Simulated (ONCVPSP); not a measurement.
Si (Z = 14): excitation energies, all-electron against ONCV

| Property | Result |
| --- | --- |
| Element | silicon (Si) |
| Generator | ONCVPSP 4.0.1 |
| Type | optimised norm-conserving Vanderbilt (ONCV) |
| Functional | PBE |
| Relativity | scalar-relativistic |
| Frozen core | [Ne] |
| Valence charge | 4 |
| Reference configuration | 3s2 3p2 |
| Partial waves | 3s: rc 1.80 bohr, ncon 4, nbas 8, qcut 2.9 1/bohr, 2 projectors, debl 1.3 Ha; 3p: rc 2.20 bohr, ncon 4, nbas 8, qcut 3.8 1/bohr, 1 projector |
| Local potential | polynomial inside 1.30 bohr (lpopt 5, dvloc0 2 Ha) |
| Core correction | none |

Energies are relative to the spin-unpolarised reference configuration 3s2 3p2; without spin polarisation the order of configurations can differ from experiment.

Problem. Give the all-electron excitation energy and the error of the potential for: 3s2 3p1; 3s2 3p0; 3s1 3p0; 3s0 3p4.

Solution.

```json
{"valence configuration": "3s2 3p1", "charge": "+1", "ΔE all-electron (eV)": "7.740", "error AE − PS (meV)": "+0.2"}
{"valence configuration": "3s2 3p0", "charge": "+2", "ΔE all-electron (eV)": "23.733", "error AE − PS (meV)": "0.0"}
{"valence configuration": "3s1 3p0", "charge": "+3", "ΔE all-electron (eV)": "57.704", "error AE − PS (meV)": "+52"}
{"valence configuration": "3s0 3p4", "charge": "0", "ΔE all-electron (eV)": "13.778", "error AE − PS (meV)": "+24"}
```

Note: no bound ghost flagged; GHOST(+) flagged for s at 97.8 eV.
